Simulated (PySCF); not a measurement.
```xyz
3
charge 0 multiplicity 1, angstrom
Zr    0.0000    0.0000   -0.2779
O     1.4300    0.0000    0.7854
O    -1.4300    0.0000    0.7854
```

Computed with PBE in PySCF with Zr def2-TZVP with ECP28, O def2-TZVP; scalar-relativistic core potentials, no spin–orbit coupling; density-fitted integrals.

This geometry of ZrO₂ is a stationary point at this level.

Task: What is the point group?

Result: C2v.

Task: Is it a minimum?

Result: Yes: all harmonic wavenumbers are real.

Task: Which band is strongest in the infrared?

Result: 845 cm⁻¹ (b2), 276 km/mol.

Task: What are the dipole moment and the gap between the highest occupied and lowest empty levels?

Result: 7.44 D and 1.68 eV.

Task: Give the ideal-gas entropy at 298.15 K and 1 bar by parts.

Result: translation 168.8, rotation 92.6, vibration 7.1, spin 0.0; total 268.4 J/(mol K).

This need not be the most stable arrangement of these atoms.
